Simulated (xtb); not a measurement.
Computed with GFN2-xTB run with xtb 6.7.1.

```
xtb start.xyz --ohess tight --gfn 2 --chrg 0 --uhf 0 --iterations 400

# start.xyz
8

O     -1.700219    -1.050908    -0.009130
Sn     0.006176    -0.154421     0.410980
O      1.428407    -0.957991    -0.676708
O     -0.048032     1.780157     0.009549
F      0.363409    -0.323962     2.323239
H     -2.238066    -0.583659    -0.681012
H      2.334358    -0.686395    -0.422492
H     -0.146033     1.977177    -0.954427
```

Output:

```
[...]
         :::::::::::::::::::::::::::::::::::::::::::::::::::::
         ::                     SUMMARY                     ::
         :::::::::::::::::::::::::::::::::::::::::::::::::::::
         :: total energy             -20.580825489012 Eh    ::
         :: gradient norm              0.000314075109 Eh/a0 ::
         :: HOMO-LUMO gap              5.625131503494 eV    ::
         ::.................................................::
         :: SCC energy               -20.644161658765 Eh    ::
         :: -> isotropic ES            0.061753541360 Eh    ::
         :: -> anisotropic ES         -0.005709758864 Eh    ::
         :: -> anisotropic XC         -0.006027293992 Eh    ::
         :: -> dispersion             -0.004009417835 Eh    ::
         :: repulsion energy           0.063336169753 Eh    ::
         :: add. restraining           0.000000000000 Eh    ::
         :: total charge              -0.000000000000 e     ::
         :::::::::::::::::::::::::::::::::::::::::::::::::::::

           -------------------------------------------------
          |                Numerical Hessian                |
           -------------------------------------------------
step length          :   0.00500
SCC accuracy         :   0.30000
Hessian scale factor :   1.00000
frozen atoms in %    :   0.00000    0
RMS gradient         :   0.00031
estimated CPU  time      0.00 min
estimated wall time      0.00 min

writing file <hessian>.

 projected vibrational frequencies (cm⁻¹)
eigval :       -0.00    -0.00    -0.00     0.00     0.00     0.00
eigval :       89.66    92.69   139.14   151.59   151.77   203.36
eigval :      211.45   214.58   391.02   490.66   554.56   554.65
eigval :      849.17   863.44   864.39  3590.38  3592.16  3600.11
           -------------------------------------------------
          |                Property Printout                |
           -------------------------------------------------

    * Orbital Energies and Occupations

         #    Occupation            Energy/Eh            Energy/eV
      -------------------------------------------------------------
         1        2.0000           -0.8901810             -24.2231
       ...           ...                  ...                  ...
         4        2.0000           -0.7065354             -19.2258
         5        2.0000           -0.6834028             -18.5963
         6        2.0000           -0.5904659             -16.0674
         7        2.0000           -0.5903231             -16.0635
         8        2.0000           -0.5627608             -15.3135
         9        2.0000           -0.5152127             -14.0197
        10        2.0000           -0.5132066             -13.9651
        11        2.0000           -0.5130749             -13.9615
        12        2.0000           -0.4968286             -13.5194
        13        2.0000           -0.4965439             -13.5116
        14        2.0000           -0.4858933             -13.2218
        15        2.0000           -0.4857546             -13.2181
        16        2.0000           -0.4857343             -13.2175 (HOMO)
        17                         -0.2790145              -7.5924 (LUMO)
        18                         -0.0730719              -1.9884
        19                         -0.0657098              -1.7881
        20                         -0.0655356              -1.7833
        21                         -0.0487946              -1.3278
        22                         -0.0485205              -1.3203
        23                          0.0784510               2.1348
        24                          0.0794726               2.1626
        25                          0.1055044               2.8709
        26                          0.4780385              13.0081
        27                          0.4804600              13.0740
        28                          0.4805698              13.0770
      -------------------------------------------------------------
                  HL-Gap            0.2067197 Eh            5.6251 eV
             Fermi-level           -0.3823744 Eh          -10.4049 eV

     #   Z          covCN         q      C6AA      α(0)
     1   8 O        1.582    -0.437    21.616     6.274
     2  50 Sn       3.173     0.580   344.073    35.807
     3   8 O        1.582    -0.436    21.614     6.274
     4   8 O        1.582    -0.437    21.622     6.275
     5   9 F        0.710    -0.288    12.199     4.124
     6   1 H        0.850     0.339     0.608     1.222
     7   1 H        0.850     0.339     0.608     1.222
     8   1 H        0.850     0.339     0.608     1.222

 Mol. C6AA /au·bohr⁶  :       1427.001746
 Mol. C8AA /au·bohr⁸  :      83902.555918
 Mol. α(0) /au        :         62.420014

Wiberg/Mayer (AO) data.
largest (>0.10) Wiberg bond orders for each atom

 ---------------------------------------------------------------------------
     #   Z sym  total        # sym  WBO       # sym  WBO       # sym  WBO
 ---------------------------------------------------------------------------
     1   8 O    2.187 --     2 Sn   0.880     6 H    0.871     3 O    0.153
                             4 O    0.153     5 F    0.126
     2  50 Sn   3.464 --     1 O    0.880     4 O    0.880     3 O    0.880
                             5 F    0.792
     3   8 O    2.187 --     2 Sn   0.880     7 H    0.871     1 O    0.153
                             4 O    0.153     5 F    0.127
     4   8 O    2.186 --     2 Sn   0.880     8 H    0.871     1 O    0.153
                             3 O    0.153     5 F    0.127
     5   9 F    1.171 --     2 Sn   0.792     3 O    0.127     4 O    0.127
                             1 O    0.126
     6   1 H    0.885 --     1 O    0.871
     7   1 H    0.885 --     3 O    0.871
     8   1 H    0.885 --     4 O    0.871
 ---------------------------------------------------------------------------

Topologies differ in total number of bonds
Writing topology from bond orders to xtbtopo.mol

molecular dipole:
                 x           y           z       tot (Debye)
 q only:       -0.050      -0.010      -0.464
   full:       -0.054      -0.009      -0.497       1.270
molecular quadrupole (traceless):
                xx          xy          yy          xz          yz          zz
 q only:        3.707      -0.073       3.808      -1.054      -0.300      -7.515
  q+dip:        4.104      -0.084       4.219      -1.158      -0.325      -8.323
   full:        4.682      -0.092       4.823      -1.322      -0.383      -9.505

           -------------------------------------------------
          |                Geometry Summary                 |
           -------------------------------------------------

      molecular mass/u    :      188.7305528
   center of mass at/Å    :        0.0160782       0.0037582       0.1525336
  moments of inertia/u·Å² :        0.1679318E+03   0.1681840E+03   0.1730289E+03
rotational constants/cm⁻¹ :        0.1003838E+00   0.1002333E+00   0.9742667E-01

 * 7 selected distances

     #   Z          #   Z                                           value/Å
     1   8 O        2  50 Sn                                      1.8744799
Molecule has the following symmetry elements: (C3)
It seems to be the C3 point group
     2  50 Sn       3   8 O                                       1.8744939
     2  50 Sn       4   8 O                                       1.8746242
     2  50 Sn       5   9 F                                       1.8978673 (max)
     1   8 O        6   1 H                                       0.9597912
     3   8 O        7   1 H                                       0.9596955 (min)
     4   8 O        8   1 H                                       0.9599058

 * 3 distinct bonds (by element types)

   Z      Z             #   av. dist./Å        max./Å        min./Å
   1 H    8 O           3     0.9597975     0.9599058     0.9596955
   8 O   50 Sn          3     1.8745327     1.8746242     1.8744799
   9 F   50 Sn          1     1.8978673     1.8978673     1.8978673

           -------------------------------------------------
          |               Frequency Printout                |
           -------------------------------------------------
 projected vibrational frequencies (cm⁻¹)
eigval :       -0.00    -0.00    -0.00     0.00     0.00     0.00
eigval :       89.66    92.69   139.14   151.59   151.77   203.36
eigval :      211.45   214.58   391.02   490.66   554.56   554.65
eigval :      849.17   863.44   864.39  3590.38  3592.16  3600.11
 reduced masses (amu)
   1: 65.65   2: 30.93   3: 63.12   4: 37.87   5: 70.25   6: 21.68   7: 10.09   8: 10.39
   9: 26.51  10: 34.48  11: 34.39  12: 11.63  13:  8.64  14:  8.28  15: 20.52  16: 31.02
  17: 33.35  18: 33.37  19:  2.05  20:  3.17  21:  3.16  22:  1.87  23:  1.87  24:  1.88
 IR intensities (km·mol⁻¹)
   1:  0.07   2:  0.20   3:  0.11   4:  0.02   5:  0.05   6:  0.38   7: 14.15   8: 12.70
   9: 36.32  10: 27.39  11: 27.15  12:341.59  13: 41.04  14: 43.80  15: 31.58  16:165.35
  17:151.86  18:152.38  19: 77.37  20:188.08  21:188.17  22:107.97  23:109.10  24:  2.02
 Raman intensities (Ä⁴*amu⁻¹)
   1:  0.00   2:  0.00   3:  0.00   4:  0.00   5:  0.00   6:  0.00   7:  0.00   8:  0.00
   9:  0.00  10:  0.00  11:  0.00  12:  0.00  13:  0.00  14:  0.00  15:  0.00  16:  0.00
  17:  0.00  18:  0.00  19:  0.00  20:  0.00  21:  0.00  22:  0.00  23:  0.00  24:  0.00
 output can be read by thermo (or use thermo option).
 writing <g98.out> molden fake output.
 recommended (thermochemical) frequency scaling factor: 1.0
           -------------------------------------------------
          |             Thermodynamic Functions             |
           -------------------------------------------------

c3  symmetry found (for desy threshold:  0.10E+00) used in thermo

          ...................................................
          :                      SETUP                      :
          :.................................................:
          :  # frequencies                          18      :
          :  # imaginary freq.                       0      :
          :  linear?                             false      :
          :  only rotor calc.                    false      :
          :  symmetry                               c3      :
          :  rotational number                       3      :
          :  scaling factor                  1.0000000      :
          :  rotor cutoff                   50.0000000 cm⁻¹ :
          :  imag. cutoff                  -20.0000000 cm⁻¹ :
          :.................................................:

    mode    ω/cm⁻¹     T·S(HO)/kcal·mol⁻¹    T·S(FR)/kcal·mol⁻¹   T·S(vib)
   ------------------------------------------------------------------------
       1     89.66    -1.09347 ( 91.18%)    -0.88323 (  8.82%)    -1.07493
       2     92.69    -1.07407 ( 92.19%)    -0.87338 (  7.81%)    -1.05841
       3    139.14    -0.83950 ( 98.36%)    -0.75315 (  1.64%)    -0.83808
       4    151.59    -0.79076 ( 98.83%)    -0.72779 (  1.17%)    -0.79002
       5    151.77    -0.79008 ( 98.84%)    -0.72743 (  1.16%)    -0.78935
       6    203.36    -0.62686 ( 99.64%)    -0.64080 (  0.36%)    -0.62692
       7    211.45    -0.60558 ( 99.69%)    -0.62924 (  0.31%)    -0.60566
       8    214.58    -0.59759 ( 99.71%)    -0.62489 (  0.29%)    -0.59767
   ------------------------------------------------------------------------

   temp. (K)  partition function   enthalpy   heat capacity  entropy
                                   cal/mol     cal/K/mol   cal/K/mol   J/K/mol
 298.15  VIB   366.                 3887.604     21.595     24.644
         ROT  0.563E+05              888.752      2.981     24.718
         INT  0.206E+08             4776.357     24.576     49.362
         TR   0.251E+28             1481.254      4.968     41.592
         TOT                        6257.6107    29.5440    90.9543   380.5526

       T/K    H(0)-H(T)+PV         H(T)/Eh          T*S/Eh         G(T)/Eh
   ------------------------------------------------------------------------
    298.15    0.997214E-02    0.478006E-01    0.432153E-01    0.458525E-02
   ------------------------------------------------------------------------

         :::::::::::::::::::::::::::::::::::::::::::::::::::::
         ::                  THERMODYNAMIC                  ::
         :::::::::::::::::::::::::::::::::::::::::::::::::::::
         :: total free energy         -20.576240238210 Eh   ::
         ::.................................................::
         :: total energy              -20.580825489014 Eh   ::
         :: zero point energy           0.037828418180 Eh   ::
         :: G(RRHO) w/o ZPVE           -0.033243167376 Eh   ::
         :: G(RRHO) contrib.            0.004585250804 Eh   ::
         :::::::::::::::::::::::::::::::::::::::::::::::::::::

optimized geometry written to: xtbopt.xyz

           -------------------------------------------------
          | TOTAL ENERGY              -20.580825489014 Eh   |
          | TOTAL ENTHALPY            -20.533024933360 Eh   |
          | TOTAL FREE ENERGY         -20.576240238210 Eh   |
          | GRADIENT NORM               0.000314074559 Eh/α |
          | HOMO-LUMO GAP               5.625130405005 eV   |
           -------------------------------------------------

------------------------------------------------------------------------
```

Cost: roughly 0.3 core-seconds.
